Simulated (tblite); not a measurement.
C10H8.
Geometry (GFN2-xTB, Å), atoms numbered from 1 in this order:
```
atom  x, y, z in Å
C1     3.4263   -0.4258    0.3178
C2     2.2376   -0.3617    0.1531
C3     0.8338   -0.3239   -0.0365
C4     0.2297   -1.5117   -0.2894
C5    -1.1518   -1.7981   -0.5079
C6    -2.2128   -1.0120   -0.2293
C7    -2.1960    0.3016    0.3436
C8    -1.1631    1.1523    0.4686
C9     0.2236    1.0102    0.0536
C10    0.9642    2.1079   -0.1567
H11    4.4651   -0.4693    0.4580
H12    0.8875   -2.3712   -0.3606
H13   -1.3519   -2.7902   -0.8943
H14   -3.1996   -1.4179   -0.4144
H15   -3.1625    0.6524    0.6864
H16   -1.3764    2.1204    0.9080
H17    1.9971    2.0507   -0.4498
H18    0.5406    3.0928   -0.0617
```

Level: GFN2-xTB in tblite, geometry and Hessian alike; calculated harmonic values, unscaled, isolated species. Errors from tens to a few hundred cm⁻¹ against measured bands are possible. One conformer, not necessarily the lowest.

Harmonic wavenumbers (cm⁻¹): 35.4, 120.0, 139.4, 236.8, 280.9, 326.7, 353.4, 405.4, 414.9, 484.3, 522.3, 580.6, 635.7, 659.6, 661.3, 711.0, 734.7, 755.2, 828.4, 849.7, 854.7, 889.8, 927.5, 927.9, 934.9, 995.1, 1077.5, 1146.7, 1243.3, 1267.3, 1290.2, 1355.2, 1364.6, 1411.3, 1430.0, 1556.7, 1604.7, 1622.7, 1653.4, 2239.1, 3031.9, 3037.2, 3043.5, 3049.1, 3061.9, 3113.2, 3145.3, 3393.8.

A = 2408, B = 1171, C = 812.1 MHz; mass 128.063 u (most abundant isotopes); point group C1, symmetry number 1.

Zero-point energy?

Half the sum of the wavenumbers: 30202 cm⁻¹ = 361.30 kJ/mol.

Give the ideal-gas entropy at 400 K and 1 bar in the rigid-rotor, harmonic-oscillator model (classical rotation).

Translation 175.48, rotation 126.38, vibration 144.05: S = 445.9 J/(mol K).

And Cp and H(400 K) − H(0)?

Cp = 200.75 J/(mol K), of which vibrations give 167.49 (their classical limit is 48 R = 399.1); H(400 K) − H(0) = 45.05 kJ/mol without the zero-point energy, 31.75 from vibrations.

Which modes carry the vibrational entropy at 400 K?

35.4 cm⁻¹: 25.46; 120.0 cm⁻¹: 15.36; 139.4 cm⁻¹: 14.14; 236.8 cm⁻¹: 9.90; 280.9 cm⁻¹: 8.57; 326.7 cm⁻¹: 7.44 J/(mol K); the other 42 give 63.19 together.

Blend soft modes into free rotors: weight 1/[1 + (100 cm⁻¹/ν̃)⁴] for the oscillator and the rest for a rotor with moment μB/(μ + B), μ = h/(8π²ν), B = 10⁻⁴⁴ kg m². What vibrational entropy results?

134.79 J/(mol K) in place of 144.05, which changes −T·S at 400 K by +3.71 kJ/mol.

What must be added to the electronic energy to get the Gibbs energy at 400 K and 1 bar?

ZPE + [H(400 K) − H(0)] − T·S = 361.30 + 45.05 − 178.37 = 227.98 kJ/mol.

How do the functions run with temperature in this model?

```
T (K)  S (J/(mol K))  Cp (J/(mol K))  H − H(0) (kJ/mol)  G − H(0) (kJ/mol)  ln q(vib)
  100          281.5            65.5               4.79             -23.36       1.33
  200          340.3           110.7              13.53             -54.53       3.26
  300          394.3           158.6              27.02             -91.28       5.44
  500          494.5           235.1              66.91            -180.37      10.19
  800          621.5           303.6             148.73            -348.46      17.31
 1000          692.5           332.3             212.47            -480.01      21.76
```

q(vib) and H(0) count from the zero-point level.

Hindered rotation and anharmonicity are outside this model. Other conformers, if any are populated, would add a mixing term that is left out. The structure is chiral; the term R ln 2 for an equal mix with its mirror image is left out.
